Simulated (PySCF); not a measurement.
Identify the compound

Molecular formula: C5H10O2. Simulated spectra:

1H NMR (300 MHz, computed): δ 5.94 (m, 1H), 5.57 (m, 1H), 5.37 (m, 1H), 4.30 (d, 1H), 3.49 (s, 6H).

13C{1H} NMR (computed): δ 144.5 (CH), 124.2 (CH2), 113.9 (CH), 56.0 (CH3).

Averaged over atoms made equivalent by symmetry, fast rotation or ring inversion, in vacuum, no relativistic terms, one computed conformer. GFN2-xTB geometry; PBE0/pcSseg-1 with gauge-including orbitals; PySCF.

References, each an isolated molecule treated in the same way: TMS for 1H (31.72 ppm), 13C (186.93 ppm).

**Question.** Which of these isomers gave the spectra?
A. CCCC(=O)OC
B. C=C(CCO)OC
C. C=CC(OC)OC

**Answer.** C. 

The formula gives 1 degree of unsaturation (no ring in the answer). 4 carbon signals for 5 carbons: some carbons are equivalent by symmetry or fast rotation. Carbon types of the structure: 2 × CH, 1 × CH2, 2 × CH3, which accounts for all hydrogens. δC 144.5: alkene CH; an sp2 carbon of a C=C bond. δC 124.2: terminal =CH2 carbon; an sp2 carbon of a C=C bond. δC 113.9: sp3 carbon bearing two oxygens; 2 electronegative neighbours deshield it. δH 4.30: hydrogen on an sp3 carbon bearing two oxygens; its carbon carries O, an electronegative neighbour. δH 3.49: hydrogen on a methyl carbon bonded to O; its carbon carries O, an electronegative neighbour.

The others: CCCC(=O)OC would give 5 carbon signals, not 4; C=C(CCO)OC would give 5 carbon signals, not 4.

Shifts are as computed. Against solution values, carbons near 30 ppm lie about +3 ppm off and those near 130 ppm about +5 ppm. Of 1211 compounds with measured shifts, 218 miss one by over three times the rms of a fit or turn the order of signals round; such compounds aren't used in these exercises. Multiplicities follow the n + 1 count of equivalent neighbours, as no J values were calculated; m marks all less simple cases, F and P coupling included.
